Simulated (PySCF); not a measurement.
Compound: cyclohexanone, C6H10O.
Structure used (GFN2-xTB), in Å, numbered top down from 1:
```
atom  x, y, z in Å
O1     2.646    0.441   -0.153
C2     1.500    0.275    0.182
C3     0.500    1.402    0.297
C4    -0.751    1.096   -0.531
C5    -1.355   -0.242   -0.120
C6    -0.331   -1.356   -0.305
C7     0.926   -1.080    0.524
H8     0.223    1.504    1.349
H9     0.964    2.333   -0.032
H10   -1.480    1.897   -0.397
H11   -0.481    1.062   -1.588
H12   -2.239   -0.450   -0.726
H13   -1.668   -0.200    0.925
H14   -0.757   -2.317   -0.009
H15   -0.055   -1.424   -1.360
H16    1.682   -1.848    0.351
H17    0.667   -1.081    1.585
```

Method used: wB97X-D/def2-SVPD in PySCF (dipole) on a GFN2-xTB geometry, gas phase.

Take the most abundant isotopes and a rigid rotor. The values belong to one conformer with, in the numbering `[O:1]=[C:2]1[CH2:3][CH2:4][CH2:5][CH2:6][CH2:7]1`, O1–C2–C3–C4 126°, C2–C3–C4–C5 56°, C3–C4–C5–C6 -59°, C4–C5–C6–C7 59°.

**Question.** Give the principal moments of inertia and the rotational constants in cm⁻¹.

**Answer.** Ia = 118.98, Ib = 199.15, Ic = 282.08 u·Å²; 505379 MHz·u·Å²/I gives 4248, 2538 and 1792 MHz, that is A = 0.14168, B = 0.08465, C = 0.05976 cm⁻¹.

**Question.** Classify the top.

**Answer.** An asymmetric top. Ray's parameter κ = (2B − A − C)/(A − C) = -0.392; −1 is the prolate and +1 the oblate limit.

**Question.** What does the inertial defect say?

**Answer.** Not planar: Δ = Ic − Ia − Ib = -36.05 u·Å². For a rigid frame Δ = −2 Σ m c², so Σ m c² = 18.03 u·Å² lies off the ab plane: 9.83 from hydrogen and 8.19 from heavier atoms. The atom farthest from that plane is 1.48 Å away.

**Question.** Give the other two planar moments, Paa and Pbb, and the rms extents of the mass along the axes.

**Answer.** Paa = Σ m a² = (Ib + Ic − Ia)/2 = 181.12 and Pbb = Σ m b² = (Ia + Ic − Ib)/2 = 100.96 u·Å². With the mass M = 98.07 u, the rms extents √(P/M) along a, b and c are 1.36, 1.01, 0.43 Å.

**Question.** Predict some low-J microwave lines.

**Answer.** The dipole components are |μa| = 3.31 D, |μb| = 0.00 D, |μc| = 1.04 D; the mirror of this Cs structure is the ac plane, so μb vanishes by symmetry and there are no b-type lines. The squared components, which scale the intensities, stand as 1.00 : 0.10 (a : c). Some lines, for components of 0.1 D or more:

| type | branch | J(Ka,Kc) | MHz | lower level (cm⁻¹) |
| --- | --- | --- | --- | --- |
| a | Q | 3(2,1) ← 3(2,2) | 904 | 1.144 |
| c | Q | 2(1,2) ← 2(0,2) | 1160 | 0.427 |
| a | Q | 2(1,1) ← 2(1,2) | 2238 | 0.465 |
| a | R | 1(0,1) ← 0(0,0) | 4329 | 0.000 |
| a | R | 2(1,2) ← 1(1,1) | 7913 | 0.201 |
| c | R | 2(1,1) ← 1(0,1) | 11861 | 0.144 |
| a | R | 3(2,2) ← 2(2,1) | 12988 | 0.711 |
| a | R | 4(2,3) ← 3(2,2) | 17163 | 1.144 |
| c | Q | 5(5,1) ← 5(4,1) | 18306 | 3.299 |
| c | R | 3(2,1) ← 2(1,1) | 19022 | 0.540 |
| c | R | 3(2,2) ← 2(1,2) | 20356 | 0.465 |
| a | R | 5(3,2) ← 4(3,1) | 22643 | 2.091 |
| c | R | 4(1,3) ← 3(0,3) | 23389 | 0.836 |
| c | R | 3(3,1) ← 2(2,1) | 23512 | 0.711 |
| c | R | 5(3,3) ← 4(2,3) | 33036 | 1.717 |
| c | R | 5(4,1) ← 4(3,1) | 36210 | 2.091 |
| c | R | 5(5,1) ← 4(4,1) | 40427 | 2.561 |

**Question.** Estimate the classical rotational partition function at 25 K, 50 K and 500 K.

**Answer.** Point group Cs, symmetry number σ = 1; q = (√π/σ)·√((kT/h)³/(ABC)), k/h = 20836.6 MHz/K: 4800 at 25 K, 13600 at 50 K, 429000 at 500 K.

Whether it is a minimum is left open (no frequencies). These are rigid-rotor constants of the computed structure; measured ground-state constants (B0) also hold zero-point vibration.
